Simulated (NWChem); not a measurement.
System: SiH cation, singlet

Here is an NWChem input.

```
start job
memory heap 200 mb stack 900 mb global 1100 mb
charge 1
geometry units angstroms noautosym nocenter noautoz
  Si     0.000000     0.000000    -0.108545
  H      0.000000     0.000000     1.409912
end
basis spherical
  * library def2-svp
end
dft
  xc m05-2x
  iterations 150
end
cosmo
  do_cosmo_smd true
  solvent cychexan
end
task dft energy
```

Low-valent species are run as closed-shell singlets; no triplet was tried in these runs. Structure relaxed at the PBE0-D3(BJ)/def2-TZVP level. Solvent: cyclohexane.

Level: M05-2X/def2-SVP with SMD (1 M gas to 1 M solution), gas-phase geometry. Reactions with the solvent are ignored.

**Question.** Predict the main results of this run. (M05-2X/def2-SVP, SMD on the gas-phase geometry.) Quantities: solvation free energy (kcal/mol); cavity-dispersion-structure term (kcal/mol).

**Answer.** 
```
Quantity                                     Value
-------------------------------------------  -----
solvation free energy (kcal/mol)             -35.4
cavity-dispersion-structure term (kcal/mol)   -0.8
```
